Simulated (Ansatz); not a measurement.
Ideal-gas functions of CH$_{4}$GeO$_{2}$S (`[OH][Ge]1([SH])[CH2][O]1`) at 500 K and 1 bar, from an Ansatz frequency run at PBE0-D4/def2-TZVP.

Molar mass 152.72 g/mol, point group C1 (symmetry number 1), electronic degeneracy 1, moments of inertia 114.522, 220.258, 296.289 u Å². Harmonic wavenumbers (cm⁻¹, unscaled): 108, 148, 153, 180, 198, 243, 408, 582, 647, 737, 741, 770, 934, 994, 1108, 1135, 1469, 2715, 3076, 3159, 3884.

Use S(trans) = R[1.5 ln M + 2.5 ln T − 1.1517]; rotational temperatures θ = 24.2544 K / I; S(rot) = R[ln(√π/σ · √(T³/θAθBθC)) + 1.5]; for each mode x = 1.438777 ν̃/T, S = R[x/(eˣ − 1) − ln(1 − e⁻ˣ)] and H = RT x/(eˣ − 1); 1 cm⁻¹ = 0.0119627 kJ/mol; R = 8.31446 J/(mol·K).

Q: By hand: the entropy, in J/(mol·K).

A: Translation 182.3. Rotation: θ = 0.2118, 0.1101, 0.0819 K, giving 120.8. Vibration, mode by mode: 18.06, 15.47, 15.20, 13.88, 13.10, 11.46, 7.44, 4.94, 4.25, 3.47, 3.43, 3.22, 2.22, 1.93, 1.49, 1.40, 0.64, 0.03, 0.01, 0.01, 0.00, in all 121.7. Electronic 0.0. Sum 424.8 J/(mol·K).

Q: By hand: H − E and G − E in kJ/mol, counted from the electronic energy.

A: Zero-point energy ½ × 23389 × 0.0119627 = 139.9; thermal vibration 31.0; translation, rotation and pV give 4 RT = 16.6. H − E = 187.5 kJ/mol, and G − E = 187.5 − 500 × 424.8/1000 = -24.9 kJ/mol.

Vibration gives 29 % of the entropy, 33.5 J/(mol·K) of it from the modes under 150 cm⁻¹: soft modes count most, and the harmonic formula is weakest for them. The sum counts one conformer and one mirror image; others add a mixing term.
